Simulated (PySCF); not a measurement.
A structure optimised at PBE-D3(BJ)/def2-SVP, used in a PySCF frequency run:

```
O
Si 1 1.6318
F 2 1.6205 1 110.64
F 2 1.6247 3 105.53 1 118.31
O 2 1.6442 3 110.78 4 120.92
H 5 0.9726 2 116.07 3 -47.80
Si 1 1.6871 2 138.78 3 116.34
H 7 1.4978 1 106.99 2 179.33
H 7 1.5020 8 110.19 1 119.53
H 7 1.5021 8 110.10 9 120.92
```
Charge 0, spin multiplicity 1.

### Question
Write its SMILES and formula.

### Answer
O[Si](F)(F)O[SiH3], F2H4O2Si2

### Question
What are its rotational constants (standard atomic weights)?

### Answer
3.7442, 1.3703, 1.3550 GHz
